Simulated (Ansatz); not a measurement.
Input file for `S=C1C[SiH2]1`:

```yaml
crystal:
  periodic: [false, false, false]
  atoms:
    - {symbol: S, position_ang: [-1.808261, 1.210384, 1.386895]}
    - {symbol: C, position_ang: [-0.752554, 0.497822, 0.423027]}
    - {symbol: C, position_ang: [0.721596, 0.543562, 0.197937]}
    - {symbol: Si, position_ang: [-0.140388, -0.934557, -0.570513]}
    - {symbol: H, position_ang: [1.024551, 1.254117, -0.575560]}
    - {symbol: H, position_ang: [1.372073, 0.585126, 1.068968]}
    - {symbol: H, position_ang: [-0.216790, -0.942751, -2.047135]}
    - {symbol: H, position_ang: [-0.108127, -2.270804, 0.060580]}
basis:
  gaussian: {orbitals: def2-SVP}
correlation: {method: ccsd_t}
```

```sh
$ ansatz run in.yaml --threads 2 --pin off --events-out ev --progress --plain --max-ram 4352MiB
```

Output of Ansatz, abridged:

```
Functional definition: HF
825 factors; integrals over basis functions are off by at most 1.3e-3 eV
mean field evaluation 1: about -20791.8700 eV, gradient 2.2e1 eV
mean field evaluation 2: about -20791.8736 eV, gradient 2.2e1 eV
mean field evaluation 4: about -20793.7553 eV, gradient 3.0e0 eV
mean field evaluation 8: about -20793.7965 eV, gradient 1.1e-1 eV
mean field evaluation 16: about -20793.7898 eV, gradient 6.9e-1 eV
mean field -20793.79669511 eV, -764.1579340038 hartree, gradient 2.0e-6 eV, S^2 0.000000; 0 other end points of the search recorded, 0 dependent functions left out; unrestricted orbitals would lower it
12 core orbitals not correlated: weight in the atoms' cores, before any rotation towards them, 1.000 or more for the frozen orbitals, at most 0.000 for the correlated occupied ones
reference -20793.79669511 eV, -764.1579340038 hartree; 11, 11 occupied and 61, 61 virtual orbitals, 825 factors
second order -13.38163833 eV of doubles, -0.00000000 eV of singles
cycle   1  -13.96157393 eV  change   -5.8e-1 eV  update   1.1e-1
cycle   2  -14.44652325 eV  change   -4.8e-1 eV  update   3.6e-2
cycle   3  -14.56510556 eV  change   -1.2e-1 eV  update   2.0e-2
cycle   4  -14.56057213 eV  change    4.5e-3 eV  update   6.0e-3
cycle   5  -14.56063752 eV  change   -6.5e-5 eV  update   2.6e-3
cycle   6  -14.56028040 eV  change    3.6e-4 eV  update   7.3e-4
cycle   7  -14.56018524 eV  change    9.5e-5 eV  update   3.1e-4
cycle   8  -14.56027012 eV  change   -8.5e-5 eV  update   1.2e-4
cycle   9  -14.56028702 eV  change   -1.7e-5 eV  update   6.0e-5
cycle  10  -14.56026304 eV  change    2.4e-5 eV  update   3.9e-5
cycle  11  -14.56027732 eV  change   -1.4e-5 eV  update   2.8e-5
cycle  12  -14.56027469 eV  change    2.6e-6 eV  update   1.6e-5
perturbative correction -0.60012009 eV, -0.0220540067 hartree
Total energy: -20808.95708990 eV, -764.7150682361 hartree
```

It took 2.2 s on 2 threads of an Arm Neoverse V2 on a shared host, with 0.43 GiB of host memory at the peak.

MP2 recovers 88.3 % of the CCSD(T) correlation energy and the triples give 4.0 %; T1 = 0.0169.
